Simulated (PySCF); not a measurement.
## How methods differ on the electron affinity of Co

Co⁻ [Ar] 3d8 4s2 (3F) → Co [Ar] 3d7 4s2 (4F), as a difference of total energies. Computed with PySCF 2.14 in aug-cc-pwCVTZ-DK, with the spin-free X2C one-electron Hamiltonian (Gaussian nucleus). Correlated levels: valence: [Ar] frozen; valence and next inner shell: [Ne] frozen; nothing frozen. The calculations carry no spin-orbit coupling.

| method | electron affinity (eV) |
| --- | --- |
| UHF | -2.054 |
| LDA | 1.734 |
| PBE | 1.407 |
| PBE0 | 0.661 |
| r2SCAN | 1.026 |
| wB97M-V | 0.486 |
| BHandHLYP | -0.088 |
| MP2 (valence) | 0.492 |
| SCS-MP2 (valence) | 0.372 |
| SCS-MP2 (valence and next inner shell) | 0.729 |
| MP2 (all electrons) | 1.027 |
| SCS-MP2 (all electrons) | 0.734 |

Q: Estimate what TPSSh gives.

A: 0.822 eV, closest to SCS-MP2 (all electrons) among the rows shown.

Q: Estimate what MP2 (valence and next inner shell) gives.

A: 1.014 eV, closest to r2SCAN among the rows shown.

A first-order spin-orbit estimate (lowest level to lowest level, LS coupling) adds -0.010 eV.

Errors of the correlated levels include the incompleteness of this basis and the frozen core.

A negative affinity means that the anion lies above the atom at that level of theory.

In the anion the highest occupied orbital energy is positive at LDA, PBE, PBE0, r2SCAN, TPSSh, BHandHLYP, a self-interaction effect; the basis confines that electron, and the energy difference can still be sensible.

For comparison: 0.662 eV (measured; photodetachment measurements, as compiled on the Wikipedia data page of electron affinities).
